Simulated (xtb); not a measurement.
MgF2, SMILES [F][Mg][F]. All values are semi-empirical tight-binding results from xtb (GFN2-xTB unless named), good for trends rather than for accurate numbers. The structure is a stationary point at GFN2-xTB. The isomer is the one that the SMILES or the coordinates give; other isomers of the formula were not compared.

For metal compounds this method's bond lengths and energies can be far off.

Computed properties:
```yaml
point_group_as_xtb_finds_it: C2v
orbital_gap: 2.73 eV
zero_point_energy: 1.8 kcal/mol
G − E(el) at 298.15 K (modified RRHO): -14.3 kcal/mol
```
